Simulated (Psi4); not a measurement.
H7FGeSi2 (SMILES F[SiH2][SiH2][GeH3]), singlet, geometry from GFN2-xTB; CAM-B3LYP/def2-TZVPPD run with Psi4.

Input for Psi4:
```
memory 2 GB

molecule mol {
0 1
  Si    1.891879    0.336472    0.787471
  F     3.238329   -0.548098    0.693685
  Si    0.245258   -0.837528   -0.330810
  Ge   -1.771314    0.346248   -0.388510
  H     2.296833    1.610832    0.200440
  H     1.710070    0.500568    2.227173
  H    -0.022176   -2.143978    0.289216
  H     0.621892   -1.144497   -1.718674
  H    -1.781389    1.568677   -1.260530
  H    -2.237760    0.890118    0.932074
  H    -2.970293   -0.413996   -0.873806
}

set basis def2-tzvppd
set reference rks

energy('cam-b3lyp')
print_variables()
```

The log (banner, timings and long lists left out):

```
   => Loading Basis Set <=

    Name: DEF2-TZVPPD
    Role: ORBITAL
    Keyword: BASIS

         ---------------------------------------------------------
                                   SCF
               by Justin Turney, Rob Parrish, Andy Simmonett
                          and Daniel G. A. Smith
                              RKS Reference
         ---------------------------------------------------------

  ==> Geometry <==

    Molecular point group: c1
    Full point group: C1

    Geometry (in Angstrom), charge = 0, multiplicity = 1:

       Center              X                  Y                   Z               Mass
    ------------   -----------------  -----------------  -----------------  -----------------
         SI           1.969000907784     0.323398161357     0.806517857426    27.976926534650
         F            3.315450907784    -0.561171838643     0.712731857426    18.998403162730
         SI           0.322379907784    -0.850601838643    -0.311763142574    27.976926534650
         GE          -1.694192092216     0.333174161357    -0.369463142574    73.921177761000
         H            2.373954907784     1.597758161357     0.219486857426     1.007825032230
         H            1.787191907784     0.487494161357     2.246219857426     1.007825032230
         H            0.054945907784    -2.157051838643     0.308262857426     1.007825032230
         H            0.699013907784    -1.157570838643    -1.699627142574     1.007825032230
         H           -1.704267092216     1.555603161357    -1.241483142574     1.007825032230
         H           -2.160638092216     0.877044161357     0.951120857426     1.007825032230
         H           -2.893171092216    -0.427069838643    -0.854759142574     1.007825032230

  Running in c1 symmetry.

  Rotational constants: A =      0.28802  B =      0.02767  C =      0.02589 [cm^-1]
  Rotational constants: A =   8634.52148  B =    829.38912  C =    776.26930 [MHz]
  Nuclear repulsion =  405.212158585783243

  Charge       = 0
  Multiplicity = 1
  Electrons    = 76
  Nalpha       = 38
  Nbeta        = 38

  ==> Algorithm <==

  SCF Algorithm Type is DF.
  DIIS enabled.
  MOM disabled.
  Fractional occupation disabled.
  Guess Type is SAD.
  Energy threshold   = 1.00e-06
  Density threshold  = 1.00e-06
  Integral threshold = 1.00e-12

  ==> Primary Basis <==

  Basis Set: DEF2-TZVPPD
    Blend: DEF2-TZVPPD
    Number of shells: 113
    Number of basis functions: 309
    Number of Cartesian functions: 344
    Spherical Harmonics?: true
    Max angular momentum: 3

  ==> DFT Potential <==

   => LibXC <=

    Version 7.1.2
    S. Lehtola, C. Steigemann, M. J. T. Oliveira, and M. A. L. Marques,  SoftwareX 7, 1–5 (2018) (10.1016/j.softx.2017.11.002)

   => Composite Functional: CAM-B3LYP <=

    CAM-B3LYP Hyb-GGA Exchange-Correlation Functional

    T. Yanai, D. P. Tew, and N. C. Handy,  Chem. Phys. Lett. 393, 51 (2004) (10.1016/j.cplett.2004.06.011)

    Deriv               =              1
    GGA                 =           TRUE
    Meta                =          FALSE

    Exchange Hybrid     =           TRUE
    MP2 Hybrid          =          FALSE

   => Exchange Functionals <=

    0.3500         Becke 88 [omega = 0.3300]
    0.4600   Short-range recipe for B88 functional - erf [omega = 0.3300]

   => Exact (HF) Exchange <=

    0.4600            HF,LR [omega = 0.3300]
    0.1900               HF

   => Correlation Functionals <=

    0.1900   Vosko, Wilk & Nusair (VWN5)
    0.8100   Lee, Yang & Parr

   => LibXC Density Thresholds  <==

    XC_HYB_GGA_XC_CAM_B3LYP:  1.00E-14

   => Molecular Quadrature <=

    Radial Scheme          =       TREUTLER
    Pruning Scheme         =           NONE
    Nuclear Scheme         =       TREUTLER

    Blocking Scheme        =         OCTREE
    BS radius alpha        =              1
    Pruning alpha          =              1
    Radial Points          =             75
    Spherical Points       =            302
[...]

    J tasked:                  Yes
    K tasked:                  Yes
    wK tasked:                 Yes
    Omega:               3.300E-01
    Integrals threads:           1
    Algorithm:                Disk
    Integral Cache:           NONE
    Schwarz Cutoff:          1E-12
    Fitting Condition:       1E-10

   => Auxiliary Basis Set <=

  Basis Set: (DEF2-TZVPPD AUX)
    Blend: DEF2-UNIVERSAL-JKFIT
    Number of shells: 203
    Number of basis functions: 725
    Number of Cartesian functions: 914
    Spherical Harmonics?: true
    Max angular momentum: 5

  Minimum eigenvalue in the overlap matrix is 1.6133313949E-04.
  Reciprocal condition number of the overlap matrix is 1.7427735573E-05.
    Using symmetric orthogonalization.

  ==> Pre-Iterations <==

  SCF Guess: Superposition of Atomic Densities via on-the-fly atomic UHF (no occupation information).

   -------------------------
    Irrep   Nso     Nmo
   -------------------------
     A        309     309
   -------------------------
    Total     309     309
   -------------------------

  ==> Iterations <==

                           Total Energy        Delta E     RMS |[F,P]|

   @DF-RKS iter SAD: -2756.63268332046755   -2.75663e+03   0.00000e+00
   @DF-RKS iter   1: -2758.48145210869052   -1.84877e+00   1.03974e-02 ADIIS/DIIS
   @DF-RKS iter   2: -2751.48092449264323    7.00053e+00   2.61195e-02 ADIIS/DIIS
   @DF-RKS iter   3: -2760.20332000299595   -8.72240e+00   1.95509e-03 ADIIS/DIIS
   @DF-RKS iter   4: -2760.24722707489946   -4.39071e-02   6.77602e-04 ADIIS/DIIS
   @DF-RKS iter   5: -2760.25838390344416   -1.11568e-02   1.53110e-04 ADIIS/DIIS
   @DF-RKS iter   6: -2760.25901130199509   -6.27399e-04   2.95152e-05 DIIS
   @DF-RKS iter   7: -2760.25904567488078   -3.43729e-05   6.42588e-06 DIIS
   @DF-RKS iter   8: -2760.25904762714299   -1.95226e-06   1.12775e-06 DIIS
   @DF-RKS iter   9: -2760.25904775328672   -1.26144e-07   2.97718e-07 DIIS
  Energy and wave function converged.

  ==> Post-Iterations <==

   Electrons on quadrature grid:
      Ntotal   =   76.0000322497 ; deviation = 3.225e-05

    Orbital Energies [Eh]
    ---------------------

    Doubly Occupied:

[...]
    Virtual:

[...]
     309A     57.261264

    Final Occupation by Irrep:
              A
    DOCC [    38 ]
    NA   [    38 ]
    NB   [    38 ]

  @DF-RKS Final Energy: -2760.25904775328672

   => Energetics <=

    Nuclear Repulsion Energy =            405.2121585857832429
    One-Electron Energy =               -4649.3611340492843738
    Two-Electron Energy =                1587.0839219519716607
    DFT Exchange-Correlation Energy =    -103.1939942417573235
    Empirical Dispersion Energy =           0.0000000000000000
    VV10 Nonlocal Energy =                  0.0000000000000000
    Total Energy =                      -2760.2590477532871773

Computation Completed

Properties will be evaluated at   0.000000,   0.000000,   0.000000 [a0]

Properties computed using the SCF density matrix

 Multipole Moments:

 ------------------------------------------------------------------------------------
     Multipole            Electronic (a.u.)      Nuclear  (a.u.)        Total (a.u.)
 ------------------------------------------------------------------------------------

 L = 1.  Multiply by 2.5417464519 to convert [e a0] to [Debye]
 Dipole X            :        -11.4647060           11.0762007           -0.3885053
 Dipole Y            :          2.0277056           -1.8776654            0.1500402
 Dipole Z            :         -2.7558336            2.7354790           -0.0203545
 Magnitude           :                                                    0.4169685

 ------------------------------------------------------------------------------------

  Variable Map:
  ----------------------------------------------------------------------------
[...]
  Array Variable Map:
  ----------------------------------------------------------------------------
[...]
[...]
```
